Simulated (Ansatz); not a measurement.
The first iterations of a band of BClGaH$_{5}$OSi (10 atoms, charge 0, multiplicity 1).

Computed with Ansatz 0.2.0, RHF/def2-SVP.

| Quantity | Value |
| --- | --- |
| movable images | 7 |
| climbing image | yes |
| spring | 5.0 eV/Å² |
| optimiser | quadratic models (default) |
| start path | through a guess of the saddle point |
| force threshold | 0.05 eV/Å |
| iteration limit | 60 |
| end points | relaxed |

Initial state:

```xyz
10
Properties=species:S:1:pos:R:3
O -1.517 -0.170 0.882
B -0.355 -0.066 0.224
Si 1.033 -1.571 0.401
Ga -0.144 1.738 -0.955
Cl -2.015 2.888 -0.681
H -2.122 0.553 0.763
H 2.312 -1.004 0.911
H 1.313 -2.140 -0.947
H 0.606 -2.670 1.302
H 0.888 2.441 -1.899
```

Final state:

```xyz
10
Properties=species:S:1:pos:R:3
O -1.199 0.000 0.632
B 0.006 -0.105 0.069
Si 1.185 -1.745 0.427
Ga -0.824 3.797 -1.885
Cl -2.419 2.967 -0.510
H -1.679 0.791 0.415
H 2.480 -1.323 1.028
H 1.502 -2.436 -0.854
H 0.546 -2.727 1.339
H 0.404 0.780 -0.662
```

| iteration | highest image above the first end (eV) | largest band force component (eV/Å) |
| --- | --- | --- |
| 1 | 6.864 | 27.279 |
| 2 | 4.186 | 8.699 |
| 3 | 3.267 | 4.343 |
| 4 | 3.433 | 1.805 |
| 5 | 3.261 | 1.087 |
| 6 | 3.195 | 0.868 |

Problem. Does the band converge within its limit, and where does its top end?

Solution. It converged. It ended after 18 iterations with the highest image 3.997 eV above the first end. Neighbouring images differ by up to 2.7 eV, so the band resolves the path poorly. A vibrational analysis at the climbing image gives one clearly imaginary mode, 1453i cm⁻¹: a first-order saddle point. The orbitals stay closed-shell, which can raise the energy where a bond breaks towards radicals; this wasn't checked here.

Time of the run: 2.7 min on 2 threads of Intel(R) Xeon(R) 6975P-C (Granite Rapids), with other jobs on the host, peak memory 0.32 GiB.
